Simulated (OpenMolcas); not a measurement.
Predicting a hybrid from its neighbours: CH5BO2

CH5BO2: 9 atoms, total charge 0, spin state singlet. As SMILES, `COBO`. The coordinates come from a PBE0-D4/def2-TZVP relaxation. This is one conformer, not always the lowest.

The vertical ionisation energy (to the doublet cation) y, in eV, basis cc-pVDZ; a is the functional's share of exact exchange. Programs: OpenMolcas 26.06.

| functional | program | a | y (eV) |
| --- | --- | --- | --- |
| r2SCAN | OpenMolcas | 0 | 10.60 |
| TPSS | OpenMolcas | 0 | 10.41 |
| B3LYP | OpenMolcas | 0.2 | 10.76 |
| PBE0 | OpenMolcas | 0.25 | ? |
| BHLYP | OpenMolcas | 0.5 | 10.98 |

Problem. Fit y = c + s·a to the known rows and predict PBE0.

Solution. 
1. Means of the 4 rows: a = 0.1750, y = 10.688.
2. Σ(Δa)² = 0.1675, Σ(Δa·Δy) = 0.16075, so the slope is 0.16075/0.1675 = 0.9597.
3. Intercept: 10.688 − (0.9597) × 0.1750 = 10.520. The largest residual of the fit is 0.11.
4. PBE0: 10.520 + (0.9597) × 0.25 = 10.76 eV.

The run gave 10.80 eV, so the prediction is off by -0.04 eV, within the largest residual. The rows mix families of semi-local functionals, which the line can't see.
